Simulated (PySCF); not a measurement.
**`CC1=C[P@H](=S)C(C)=C1`, C$_{6}$H$_{9}$PS**

Geometry:
```tsv
atom	x (Å)	y (Å)	z (Å)
C1	2.590	-0.400	0.550
C2	1.228	0.095	0.210
C3	0.895	1.377	-0.026
P4	-0.878	1.498	-0.325
S5	-1.976	2.611	0.810
C6	-1.075	-0.314	-0.206
C7	-2.385	-0.994	-0.374
C8	0.116	-0.845	0.106
H9	2.916	-1.131	-0.189
H10	3.308	0.415	0.582
H11	2.574	-0.895	1.521
H12	1.561	2.222	0.022
H13	-0.986	1.743	-1.702
H14	-2.362	-1.999	0.043
H15	-2.644	-1.062	-1.431
H16	-3.166	-0.414	0.120
H17	0.279	-1.898	0.280
```

Method: GIAO KT3/pcSseg-1 magnetisability, rotational g tensor and spin-rotation constants, non-relativistic, gas phase in PySCF 2.14.0. Geometry: GFN2-xTB.

Question: How diamagnetic is it, and how anisotropic?

Answer: Isotropic -1482 × 10⁻³⁰ J/T², or -89.3 × 10⁻⁶ cm³/mol; principal values -1749, -1403, -1295 × 10⁻³⁰ J/T², anisotropy 411 × 10⁻³⁰ J/T² (root of half the summed squared differences of the principal values). The susceptibility is in cgs units.

Question: Split it along the inertial axes a, b, c into diamagnetic and paramagnetic parts about the centre of mass, with the quadrupole moment.

Answer: 
| axis | χ (10⁻⁶ cm³/mol) | diamagnetic (10⁻⁶ cm³/mol) | paramagnetic (10⁻⁶ cm³/mol) | summed x² of all electrons (Å²) | quadrupole Θ (D Å) |
| --- | --- | --- | --- | --- | --- |
| a | -83.9 | -688.4 | 604.5 | 250.2 | -3.08 |
| b | -81.2 | -1193.3 | 1112.2 | 131.2 | +4.97 |
| c | -102.7 | -1618.3 | 1515.6 | 31.0 | -1.89 |

Anisotropies 2χaa − χbb − χcc = +16.0 and 2χbb − χaa − χcc = +24.4 × 10⁻⁶ cm³/mol. Θ is traceless in Buckingham's convention.

Question: And the rotational g tensor?

Answer: 
| axis | rotational constant (GHz) | g | nuclear part | electronic part |
| --- | --- | --- | --- | --- |
| a | 2.2143 | -0.0257 | 0.6032 | -0.6288 |
| b | 1.1120 | -0.0168 | 0.5642 | -0.5810 |
| c | 0.8061 | -0.0025 | 0.5715 | -0.5740 |

Asymmetric top; isotopes 12C, 1H, 31P, 32S; no vibrational averaging.
